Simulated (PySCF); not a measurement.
Al(Cl)(Me)(Ph), C₇H₈AlCl, SMILES [c]1([Al]([Cl])[CH3])ccccc1 (GFN2-xTB optimised geometry):

```
17

Al     1.046     1.266     0.000
Cl     3.080     1.266     0.000
C      0.031     2.981     0.000
H     -0.597     3.099    -0.888
H      0.710     3.841     0.027
H     -0.639     3.077     0.859
C      0.093    -0.479    -0.001
C     -1.305    -0.508     0.004
C     -1.998    -1.705     0.003
C     -1.305    -2.905    -0.005
C      0.081    -2.903    -0.011
C      0.770    -1.703    -0.009
H     -1.847     0.430     0.010
H     -3.080    -1.708     0.008
H     -1.845    -3.841    -0.006
H      0.621    -3.840    -0.017
H      1.854    -1.705    -0.013
```

Computed with PBE0/def2-SVP (PySCF).

Problem. What are the frontier orbital energies and the dipole moment?

Solution. HOMO-2 -7.74 eV, HOMO-1 -7.39 eV, HOMO -7.34 eV, LUMO -1.16 eV, LUMO+1 -0.09 eV; dipole moment 1.44 D.

On the same geometry PySCF 2.14.0 with PBE/def2-SVP gives HOMO-2 -6.40 eV, HOMO-1 -6.38 eV, HOMO -6.32 eV, LUMO -1.91 eV, LUMO+1 -1.02 eV; dipole moment 1.36 D.

Meta-Löwdin charges at PBE0/def2-SVP: Al1 0.77, Cl2 -0.29, C3 -0.60, H4 0.12, H5 0.12, H6 0.12, C7 -0.27, C8 -0.09, C9 -0.11, C10 -0.10, C11 -0.11, C12 -0.09, H13 0.10, H14 0.11, H15 0.11, H16 0.11, H17 0.10.
